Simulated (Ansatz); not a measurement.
C$_{3}$H$_{8}$AlF, singlet, geometry from GFN2-xTB (such geometries of metal compounds can be far from the true shape), with bond 3-1 at 1.4 times its length; SC-NEVPT2/STO-3G, CASSCF(2,3) in Ansatz (a program for electronic structure).

Ansatz was given this input:
Ansatz 0.2 input:
```yaml
crystal:
  periodic: [false, false, false]
  atoms:
    - {symbol: Al, position_ang: [-0.23000158, 1.24903690, 0.39225132]}
    - {symbol: F, position_ang: [0.51605663, 2.64409839, 0.86081462]}
    - {symbol: H, position_ang: [-2.36518492, 1.43535849, 0.38697249]}
    - {symbol: C, position_ang: [0.61333053, -0.47738669, -0.13396579]}
    - {symbol: C, position_ang: [-0.55605241, -1.41610518, -0.46952017]}
    - {symbol: C, position_ang: [-0.08267945, -2.80046063, -0.89763413]}
    - {symbol: H, position_ang: [1.22896870, -0.93105010, 0.65517720]}
    - {symbol: H, position_ang: [1.27936774, -0.40051912, -1.00462836]}
    - {symbol: H, position_ang: [-1.20983605, -1.50680076, 0.40359303]}
    - {symbol: H, position_ang: [-1.15907924, -0.97250374, -1.26799484]}
    - {symbol: H, position_ang: [0.54688648, -2.73067813, -1.78266151]}
    - {symbol: H, position_ang: [-0.92913845, -3.44364249, -1.12891943]}
    - {symbol: H, position_ang: [0.49588224, -3.26757971, -0.10292509]}
basis:
  gaussian:
    orbitals: STO-3G
magnetization: {spin_polarized: false}
correlation: {method: sc_nevpt2, electrons: all, active_space: {window: {electrons: 2, orbitals: 3}}}
```

The log (banner, timings and long lists left out):

```
Functional definition: HF
490 factors; integrals over basis functions are off by at most 6.5e-5 eV
mean field evaluation 1: about -12347.1077 eV, gradient 2.5e1 eV
mean field evaluation 2: about -12347.3108 eV, gradient 2.5e1 eV
mean field evaluation 4: about -12350.5434 eV, gradient 1.9e0 eV
mean field evaluation 8: about -12350.5668 eV, gradient 3.7e-2 eV
mean field -12350.56683804 eV, -453.8749597831 hartree, gradient 1.2e-6 eV, S^2 0.000000; 0 other end points of the search recorded, 0 dependent functions left out; unrestricted orbitals would lower it
reference -12350.56683804 eV, -453.8749597831 hartree; 24, 24 occupied and 13, 13 virtual orbitals, 490 factors
state -12351.63930063 eV, -453.9143720563 hartree
state -12351.63930063 eV, -453.9143720563 hartree; corrected -12357.04671949 eV, -454.1130910341 hartree
Total energy: -12357.04671949 eV, -454.1130910341 hartree
```
